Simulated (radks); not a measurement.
Spin polarisation of the 3d9 shell in the copper ion Cu2+. Start: [Ar] 3d(up 4.5, down 4.5); electrons of 3d are moved from spin down to spin up, other shells keep equal spins. All-electron calculation, scalar-relativistic Kohn-Sham, r2SCAN, spin-polarised, spherical densities, finite nucleus; meta-GGA in the generalised Kohn-Sham scheme; Fermi nuclear charge, rms radius of each element as measured or else 0.836 A^(1/3) + 0.57 fm. Program: a radial shooting solver on a logarithmic mesh with Libxc functionals.

moment (Bohr magnetons)  E - E(0) (eV)  e(3d up) (eV)  e(3d down) (eV)  3p down minus up (eV)  3s down minus up (eV)  2p down minus up (eV)
0                                0.000        -29.740          -29.740                 0.000                  0.000                  0.000
0.25                            -0.022        -29.911          -29.564                  0.372                  0.376                  0.147
0.5                             -0.087        -30.078          -29.385                  0.745                  0.752                  0.295
0.75                            -0.195        -30.241          -29.201                  1.118                  1.128                  0.442
1                               -0.347        -30.400          -29.013                  1.490                  1.504                  0.589

At moment 1 the spin-polarisation energy is -0.347 eV and the 3d exchange splitting 1.387 eV, that is 1.387 eV per Bohr magneton; E = -I m^2/4 would give I = 1.387 eV.
